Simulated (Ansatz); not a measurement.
Geometry optimisation, Ansatz, RKS PBE/def2-mTZVP.

Input:

```yaml
crystal:
  periodic: [false, false, false]
  atoms:
    - { symbol: Al, position_ang: [-0.262364, 0.480047, -0.546881] }
    - { symbol: "N", position_ang: [-0.07075, 0.053295, 2.512721] }
    - { symbol: H, position_ang: [-0.843761, -0.229063, 3.118545] }
    - { symbol: H, position_ang: [0.803467, -0.051465, 3.03247] }
    - { symbol: F, position_ang: [1.299139, 0.080221, -0.947242] }
    - { symbol: Cl, position_ang: [-1.854537, -0.650425, -1.347538] }
    - { symbol: O, position_ang: [-0.500983, 2.00469, 0.285252] }
    - { symbol: H, position_ang: [-1.380112, 2.412431, 0.317746] }
    - { symbol: H, position_ang: [-0.187299, 1.059069, 2.265827] }
basis:
  gaussian: { orbitals: def2-mTZVP }
hamiltonian:
  xc: pbe
relax:
  f_tol: 0.03
  max_steps: 50
```

Command:

```bash
$ ansatz run input.yaml --threads 4 --pin off --max-ram 5120MiB --backend cpu --events-out ev --progress --plain --runs-dir out
```

Problem. Where does it end, and by what steps?

Solution. The run converged. The force dipped under the threshold on the way, but the program's further checks kept it going. After 24 steps the energy has fallen by 1.228 eV; H4 moved furthest, 1.00 Å. Joined: Al1–N2 (3.10 → 2.02 Å).

| step | energy less start (eV) | largest force component (eV/Å) | accepted |
| --- | --- | --- | --- |
| 0 | 0.0000 | 0.998 | yes |
| 1 | -0.2067 | 0.756 | yes |
| 2 | -0.5297 | 1.046 | yes |
| 3 | -0.9009 | 1.228 | yes |
| 4 | -1.0607 | 1.026 | yes |
| 5 | -1.1246 | 0.959 | yes |
| 6 | -1.1928 | 0.230 | yes |
| 7 | -1.2092 | 0.293 | yes |
| 8 | -1.2190 | 0.181 | yes |
| 9 | -1.2209 | 0.090 | yes |
| 10 | -1.2218 | 0.197 | yes |
| 11 | -1.2246 | 0.042 | yes |
| 12 | -1.1674 | 0.913 | no |
| 13 | -1.2252 | 0.046 | yes |
| 14 | -1.2256 | 0.105 | yes |
| 15 | -1.2241 | 0.176 | no |
| 16 | -1.2267 | 0.046 | yes |
| 17 | -1.2270 | 0.028 | yes |
| 18 | -1.2272 | 0.052 | yes |
| 19 | -1.2274 | 0.035 | yes |
| 20 | -1.2277 | 0.020 | yes |
| 21 | -1.2276 | 0.087 | no |
| 22 | -1.2279 | 0.021 | yes |
| 23 | -1.2274 | 0.109 | no |
| 24 | -1.2280 | 0.014 | yes |

```xyz
9
Properties=species:S:1:pos:R:3
Al -0.248 0.583 0.131
N -0.082 0.138 2.092
H -0.986 -0.110 2.508
H 0.562 -0.643 2.257
F 1.350 0.300 -0.321
Cl -1.651 -0.879 -0.579
O -0.780 2.217 0.298
H -1.440 2.600 -0.299
H 0.278 0.952 2.604
```

Whether the end is a true minimum wasn't checked by a vibrational analysis.

The run took 37 s on 4 threads of Arm Neoverse V2, on a shared host, peak memory 0.19 GiB.
